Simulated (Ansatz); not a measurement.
A run for Ansatz (an electronic-structure program): R-SVWN5/def2-TZVPP on CH5NOSn (SMILES C[O][Sn][NH2]), a point of a torsion scan. Elements past Kr take the def2 small-core potentials; no spin–orbit coupling.

Ansatz 0.2 input:
```yaml
crystal:
  periodic: [false, false, false]
  atoms:
    - {symbol: C, position_ang: [-1.85722304, -0.21357157, 0.16550645]}
    - {symbol: O, position_ang: [-0.47122486, -0.33551842, 0.27976589]}
    - {symbol: Sn, position_ang: [1.01297047, -0.44409014, 1.70918444]}
    - {symbol: N, position_ang: [2.44268294, -0.45046907, 0.25653117]}
    - {symbol: H, position_ang: [-2.17215893, 0.82673598, 0.29275624]}
    - {symbol: H, position_ang: [-2.39567966, -0.82998979, 0.89256136]}
    - {symbol: H, position_ang: [-2.14775580, -0.53918869, -0.83750293]}
    - {symbol: H, position_ang: [2.18914977, -0.39914700, -0.72209588]}
    - {symbol: H, position_ang: [3.45021343, -0.49505673, 0.32308395]}
basis:
  gaussian:
    orbitals: def2-TZVPP
hamiltonian:
  xc: {name: SVWN5}
scf: {lower_state_search: off}
```

Problem. Predict the final total energy.

Solution. -383.7992 hartree.
